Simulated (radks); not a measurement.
Ti, 22 electrons, occupied as [Ar] 3d2 4s2.

All-electron calculation, scalar-relativistic Kohn-Sham, Wu-Cohen GGA, spin-polarised, spherical densities, finite nucleus; open shells are filled with parallel spins first; Fermi nuclear charge, rms radius 3.5921 fm. Program: a radial shooting solver on a logarithmic mesh with Libxc functionals.

Energy parts (hartree):
part                       energy
total                  -853.23086
kinetic                 860.40563
electron-nucleus      -2029.10455
Hartree                 357.06050
exchange-correlation    -41.59243

Orbitals (lengths in bohr, moments of r in powers of bohr; r(max) is where P^2 peaks):
1s down: occ. 1; eigenvalue (hartree) -178.8509; r(max) 0.04557
1s up: occ. 1; eigenvalue (hartree) -178.8506; r(max) 0.04557
2s up: occ. 1; eigenvalue (hartree) -19.71857; r(max) 0.2690
2s down: occ. 1; eigenvalue (hartree) -19.69819; r(max) 0.2690
2p up: occ. 3; eigenvalue (hartree) -16.32494; r(max) 0.2195
2p down: occ. 3; eigenvalue (hartree) -16.30912; r(max) 0.2194
3s up: occ. 1; eigenvalue (hartree) -2.31906; r(max) 0.8694
3s down: occ. 1; eigenvalue (hartree) -2.25572; r(max) 0.8691
3p up: occ. 3; eigenvalue (hartree) -1.44919; r(max) 0.9014
3p down: occ. 3; eigenvalue (hartree) -1.38623; r(max) 0.9010
3d up: occ. 2; eigenvalue (hartree) -0.17881; r(max) 0.9788
4s up: occ. 1; eigenvalue (hartree) -0.17338; r(max) 2.871
4s down: occ. 1; eigenvalue (hartree) -0.15244; r(max) 3.000
3d down: occ. 0; eigenvalue (hartree) -0.12295; r(max) 0.9830
4p up: occ. 0; eigenvalue (hartree) -0.05693; r(max) 3.707
4p down: occ. 0; eigenvalue (hartree) -0.04783; r(max) 3.926

The highest occupied level is 4s down at -4.148 eV. The density falls to 0.001 e/bohr^3 at r = 4.83 bohr. For comparison, the ionisation energy in NIST's Atomic Spectra Database is 6.828 eV (measured). In exact Kohn-Sham theory the highest level is minus the ionisation energy, but local and semilocal functionals leave it too shallow, through self-interaction and a potential that decays too fast; potentials with the right tail come closer. Spin moment in Bohr magnetons: 2.
